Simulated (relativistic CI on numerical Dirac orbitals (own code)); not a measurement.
**Sensitivity of the levels of Hg61+ to α and to the nuclear radius**

Calculated at this level of theory: Dirac-Coulomb-Breit CI, separate exchange-only KLI orbitals for each configuration, derivatives by finite differences, unscaled Slater integrals, QED left out (own radial code, finite nucleus).

CI space (outside the closed core [Ne]): 3s²3p⁶3d, 3s²3p⁵3d², 3s3p⁶3d², 3s²3p⁶4s, 3s²3p⁶4p, 3p⁶3d³, 3p⁵3d⁴. Double excitations out of closed p, d and f shells are left out; levels of such configurations are missing from the list, as are those of other unlisted configurations, and high levels can miss mixing partners.

With x = (α/α₀)² − 1 an excitation energy changes as ω = ω₀ + qx; K = 2q/ω₀ is the relative enhancement. Terms are leading LS components, so labels can repeat. The field-shift factor is F = δν/δ⟨r²⟩ for the transition from the lowest level.

Lowest level 3s²3p⁶3d ²D3/2.

```tsv
Level	ω₀ (cm⁻¹)	q (cm⁻¹)	F (GHz/fm²)
3s²3p⁶3d ²D5/2	897215	916500	31
3s²3p⁵3d² ⁴D°3/2	2270607	167900	35.1
3s²3p⁵3d² ⁴D°1/2	2295516	200300	36
3s²3p⁵3d² ⁴F°5/2	2334403	169500	35.6
3s²3p⁵3d² ²G°7/2	2353240	153100	35.2
3s²3p⁵3d² ²P°3/2	2565984	196000	37
3s²3p⁵3d² ⁴D°5/2	3113322	1.074e+06	65.7
3s²3p⁵3d² ⁴G°9/2	3151622	1.06e+06	65.9
3s²3p⁵3d² ⁴F°7/2	3182617	1.076e+06	66.6
3s²3p⁵3d² ⁴D°3/2	3219659	1.086e+06	65.6
3s²3p⁵3d² ⁴P°5/2	3236056	1.077e+06	66.5
3s²3p⁵3d² ²H°11/2	3249749	1.057e+06	66.9
3s²3p⁵3d² ²G°7/2	3263346	1.067e+06	66.5
3s²3p⁵3d² ²S°1/2	3325427	1.082e+06	66
3s²3p⁵3d² ²F°7/2	3363603	1.078e+06	67.7
3s²3p⁵3d² ⁴D°5/2	3380262	1.08e+06	67.8
3s²3p⁵3d² ²G°9/2	3408500	1.072e+06	67.8
3s²3p⁵3d² ⁴S°3/2	3412217	1.091e+06	67.9
3s²3p⁵3d² ²D°3/2	3578877	1.119e+06	55
3s²3p⁵3d² ²F°5/2	3645228	1.088e+06	66
3s²3p⁵3d² ²P°1/2	3700793	1.084e+06	61.3
3s²3p⁵3d² ⁴G°11/2	4047211	1.958e+06	97.1
3s²3p⁵3d² ²D°5/2	4119161	1.981e+06	97.2
```

At this charge energies of transitions that change n are usually good to better than 1 %, and those within a shell (Δn = 0) to a few per cent.

Problem. Which transition from the lowest level has the largest |K|?

Solution. 3s²3p⁶3d ²D5/2 at 897215 cm⁻¹, K = 2.04.
